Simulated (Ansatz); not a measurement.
Reaction (ligand exchange at the Se–Ge bond): `[CH3][GeH2][Se]C` + `[SiH3][SeH]` → `C[Se][Se][SiH3]` + `[CH3][GeH3]`

Computed with Ansatz on PBE0-D4/def2-TZVP structures; ΔE is electronic, products minus reactants. CCSD(T)/CBS is the MP2 limit (def2-TZVPP, def2-QZVPP) plus CCSD(T) − MP2 in def2-TZVPP, frozen cores. Functionals use def2-TZVPP. HSE06 is defined as in plane-wave codes. For Ge, Se outer-core shells are correlated without core-valence functions, which leaves a few kJ/mol of doubt a bond. Scalar relativity is left out up to krypton. Each species was taken in one conformer, which may not be the lowest.

Q: Is it downhill or uphill in electronic energy at CCSD(T)/CBS, and by how much? (Best estimate.)

A: Ansatz gave: Uphill: ΔE = +10.1 kcal/mol.

Q: What do these levels give: HSE06-D4, BHLYP, HF/def2-SVP, CCSD/def2-SVP, CCSD(T)/def2-SVP, MP2/def2-TZVPP? (Estimate.)

A: Computed: HSE06-D4 9.4, BHLYP 10.6, HF/def2-SVP 12.5, CCSD/def2-SVP 11.6, CCSD(T)/def2-SVP 11.1, MP2/def2-TZVPP 11.2 kcal/mol.

Q: What do rigid-rotor, harmonic-oscillator terms from PBE0-D4/def2-TZVP frequencies (298.15 K, 1 bar) make of the CCSD(T)/CBS value? (An estimate is asked.)

A: The calculation gave: ΔZPE = +0.1 kcal/mol, ΔH = +10.1 kcal/mol, ΔS = -17 J/(mol·K), ΔG = +11.4 kcal/mol. Modes under 50 cm⁻¹ make the entropy rough.

Largest T1 diagnostic among the species: 0.010.

From BLYP to BHLYP (50 % exact exchange), in def2-TZVPP and without D4, ΔE moves by +2.3 kcal/mol. In def2-TZVPP, CCSD(T) changes the Hartree–Fock value by −1.1 kcal/mol (the triples alone add −0.5 kcal/mol) and MP2 by −0.9 kcal/mol.
